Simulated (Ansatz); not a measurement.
Energy profile

The step: AlH₃O₂ ([OH][AlH][OH]) + AsH₃ → AlAsH₄O₂ ([OH][Al]([OH])[AsH2]) + H₂; bonds formed: H2–H5; dative contacts that become bonds: Al1–As6; bonds broken: Al1–H2, H5–As6 (atoms numbered as in the saddle structure below).

```
10
angstrom
Al -0.6965 0.1198 -0.2923
H 0.0675 -0.8481 -1.4990
O -0.7047 1.7631 -0.7179
O -1.9534 -0.8299 0.3342
H 0.9759 -0.8504 -0.8460
As 1.5335 -0.2826 0.7492
H -1.2192 2.1349 -1.4318
H -2.5310 -0.5555 1.0438
H 2.6717 0.6826 0.8917
H 1.8563 -1.3337 1.7678
```

Electronic energies by CCSD(T) at an estimated basis limit (MP2 extrapolated from triple and quadruple zeta, plus CCSD(T) − MP2 in triple zeta), on PBE0-D4/def2-TZVP structures; AlAsH6O2, closed shell; no counterpoise correction. Program: Ansatz 0.2.0. Basis: def2-TZVPP and def2-QZVPP. Cores are frozen in the correlated methods. Filled d shells of the heavier atoms are correlated. The def2 sets are not built for correlating such inner shells, so the correlated values are less sure here. Extrapolation: Hartree–Fock as exp(−7.88 √X), correlation as X^−2.97.

Problem. Give the profile in kcal/mol, counted from the separated reactants. (To be estimated.)

Solution. Computed:
```json
{"point": "separated: AlH3O2 (linked as [OH][AlH][OH]; Al1, H2, O3, O4, H7, H8; singlet) + AsH3 (H5, As6, H9, H10; singlet)", "kcal/mol": "0.00"}
{"point": "start structure", "kcal/mol": "-7.78"}
{"point": "saddle", "kcal/mol": "30.22"}
{"point": "end structure", "kcal/mol": "-10.88"}
{"point": "separated: AlAsH4O2 (linked as [OH][Al]([OH])[AsH2]; Al1, O3, O4, As6, H7, H8, H9, H10; singlet) + H2 (H2, H5; singlet)", "kcal/mol": "-9.83"}
```

The T1 diagnostic stays at or below 0.013.

For scale, one of the runs: CCSD(T)/def2-TZVPP, 236 basis functions, launched by `ansatz run in.yaml --threads 8 --pin off --events-out ev --progress --plain --max-ram 19148MiB`. The run took 87 s on 8 CPU threads of an Arm Neoverse V1 (shared host), with 4.3 GiB of host memory at its peak.
